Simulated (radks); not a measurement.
Spherical quantum dot in the effective-mass picture: electrons in a parabolic well V = omega^2 r^2 / 2 with omega = 1.01, with a point charge +2 (a donor) at the centre, all in effective atomic units (hartree* = m*/eps^2 hartree, bohr* = eps/m* bohr), one dielectric constant everywhere. Method: non-relativistic Kohn-Sham, LDA (Slater exchange, Perdew-Wang correlation), spin-polarised, spherical densities; computed with a radial shooting solver with Libxc functionals. Levels are named by radial order and angular momentum (1s, 1p, 1d, 2s, ...), and open shells are averaged over m. Results are scaled to m* = 0.066 and eps = 10.1, for which hartree* = 17.61 meV and bohr* = 8.098 nm.

N = 13, configuration 1s2 1p6 1d(up 3, down 0) 2s2. This is the lowest configuration that the search found. Occupied and some empty levels:

| level | occupation | eigenvalue (meV) | <r> (nm) |
|---|---|---|---|
| 1s up | 1 | 109.27 | 7.629 |
| 1s down | 1 | 109.67 | 7.483 |
| 1p up | 3 | 129.31 | 14.46 |
| 1p down | 3 | 130.39 | 14.39 |
| 2s up | 1 | 134.08 | 14.84 |
| 2s down | 1 | 135.03 | 14.94 |
| 1d up | 3 | 141.81 | 17.17 |
| 1d down | 0 | 142.98 | 17.18 |
| 1f up | 0 | 154.65 | 19.13 |
| 2p up | 0 | 155.47 | 16.92 |
| 1f down | 0 | 155.79 | 19.20 |
| 2p down | 0 | 156.22 | 16.98 |
| 1g up | 0 | 168.14 | 20.80 |
| 1g down | 0 | 169.19 | 20.88 |

Energy (meV): total 961.266, kinetic 266.86, external 38.962, Hartree 765.40, exchange-correlation -109.96.
